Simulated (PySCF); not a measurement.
**From a computed spectrum to the compound**

A species of 3 atoms with charge 0 has these harmonic modes (PBE0, small Gaussian bases with core potentials, PySCF 2.14.0):

| cm⁻¹ | km/mol | symmetry |
| --- | --- | --- |
| 106 | 9.8 | π |
| 106 | 9.8 | π |
| 411 | 0.4 | σ+ |
| 601 | 78.2 | σ+ |

**Question.** Which species is it, and in which structure?

**Answer.** TlSF (singlet):
```xyz
3

Tl   -0.1328    0.0000   -0.0050
S     2.1154    0.0000    0.0792
F    -2.1268    0.0000   -0.0796
```
Ideal gas at 298.15 K and 1 bar: S = 286.1 J/(mol K), Cp = 55.7 J/(mol K), H − H(0 K) = 13.7 kJ/mol (rigid rotor, harmonic modes, spin degeneracy alone). 
 Other answers can fit too; this one was computed.
